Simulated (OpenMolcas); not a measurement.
# How basis sets differ on InSiH5 (SMILES [SiH3][InH2])

The species is InSiH5 (7 atoms), meant as a singlet with charge 0. SMILES: `[SiH3][InH2]`. Geometry: relaxed at PBE0-D4/def2-TZVP.

Each level gives the HOMO–LUMO gap (eV). The values are calculated.

```json
{"level": "HF/LANL2DZ (core potential)", "kind": "Hartree–Fock", "program": "OpenMolcas", "value (eV)": "10.18"}
{"level": "HF/STO-3G", "kind": "Hartree–Fock", "program": "OpenMolcas", "value (eV)": "12.66"}
{"level": "HF/3-21G", "kind": "Hartree–Fock", "program": "OpenMolcas", "value (eV)": "10.12"}
{"level": "HF/def2-SVP (core potential)", "kind": "Hartree–Fock", "program": "OpenMolcas", "value (eV)": "10.17"}
{"level": "HF/ANO-R1 (sfX2C, RICD fitting)", "kind": "Hartree–Fock", "program": "OpenMolcas", "value (eV)": "10.13"}
{"level": "HF/def2-TZVP (core potential)", "kind": "Hartree–Fock", "program": "OpenMolcas", "value (eV)": "10.01"}
```

All-electron rows without a relativistic Hamiltonian named are non-relativistic, while core potentials hold scalar relativity, so basis and relativity change together. The values span 10.01 to 12.66 eV. A Hartree–Fock LUMO above zero doesn't converge with the basis: it sinks as sets grow more diffuse. Orbital gaps aren't excitation energies.
